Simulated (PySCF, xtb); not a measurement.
Sn(OH)(NH2)3 (H7N3OSn), SMILES [NH2][Sn]([NH2])([NH2])[OH]. One conformer was computed; it need not be the lowest.

Harmonic wavenumbers (cm⁻¹) from xtb with GFN2-xTB at its own minimum, in rising order: 87, 112, 126, 136, 138, 146, 147, 159, 218, 390, 485, 525, 527, 728, 732, 748, 757, 792, 804, 814, 1475, 1485, 1493, 3384, 3387, 3390, 3410, 3414, 3418, 3661.

**Question.** What does PBE0-D3(BJ)/def2-SVP (PySCF 2.14.0) give at its own minimum? (Estimate from the structure and the level; the computed values follow.)

**Answer.** 71, 127, 129, 159, 164, 169, 182, 200, 259, 528, 543, 554, 620, 632, 636, 648, 793, 842, 861, 874, 1530, 1538, 1545, 3549, 3550, 3554, 3647, 3649, 3660, 3892. Paired by order, the mean absolute difference is 88 cm⁻¹ and the zero-point energies are 53.0 and 55.9 kcal/mol.
